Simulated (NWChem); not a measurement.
Species: ZnNH₃O; SMILES [NH2][Zn][OH]

```xyz
6

Zn     0.0021     0.0184     0.0173
O     -0.0062     1.7845    -0.1182
H      0.0209     2.2543     0.7204
N     -0.0058    -1.7898    -0.1124
H     -0.8145    -2.2741     0.2700
H      0.8211    -2.2789     0.2218
```
Atoms are numbered in this order, from 1.

All runs: NWChem. Coordinates come from a PBE0/def2-SVP optimisation. Ions are spin-unrestricted doublets at the neutral geometry; other ion states weren't tried. Functional: LC-ωPBE (HJS hole) with def2-SVP; the question gives the range parameter ω in 1/bohr.

Task: What does the run give for range parameter (1/bohr) 0.30? Quantities: vertical ionisation energy, ΔSCF (eV); −ε(HOMO) (eV).

Result: 
* **vertical ionisation energy, ΔSCF (eV)**: 9.30
* **−ε(HOMO) (eV)**: 8.69
